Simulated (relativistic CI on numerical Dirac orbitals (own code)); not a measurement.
**Ligand-field terms of d4**

Computed with a parametric ligand-field model of a d^n configuration (Racah B and C, spin-orbit zeta, crystal field), exact diagonalisation.

Field parameters in Wybourne normalisation: Td as Oh with Dq negative (B⁴₀ = 21Dq, B⁴₄ = √(5/14) B⁴₀). The field is a parameter set, without covalency.

B = 510 cm⁻¹, C = 2480 cm⁻¹ (C/B = 4.86), Td, no spin-orbit coupling. Tanabe-Sugano data, E/B above the lowest term (Δ = |10Dq|; b, c mark the second and third term of a kind):

```
 Δ/B   5T2     5E    3T1    3T2  3T1(b)    1A1    1T1
 1.0  0.00   1.00  23.22  23.52   24.17  34.43  34.80
 2.8  0.00   2.80  22.34  23.36   24.58  31.96  33.58
 4.6  0.00   4.61  21.07  22.90   24.62  29.00  32.09
 6.4  0.00   6.39  19.63  22.22   24.63  25.90  30.54
 8.2  0.00   8.20  18.09  21.32   24.63  22.67  28.91
10.0  0.00  10.00  16.50  20.25   24.64  19.37  27.26
11.8  0.00  11.80  14.88  19.07   24.64  16.02  25.58
13.6  0.00  13.61  13.23  17.79   24.65  12.64  23.88
15.4  0.00  15.39  11.58  16.45   24.66   9.27  22.19
17.2  0.00  17.20   9.89  15.03   24.66   5.84  20.47
19.0  0.00  19.00   8.20  13.57   24.67   2.40  18.74
20.8  1.06  21.87   7.55  13.13   25.74   0.00  18.07
```

The ground term changes from 5T2 to 1A1 between Δ/B = 19.0 and 20.8.
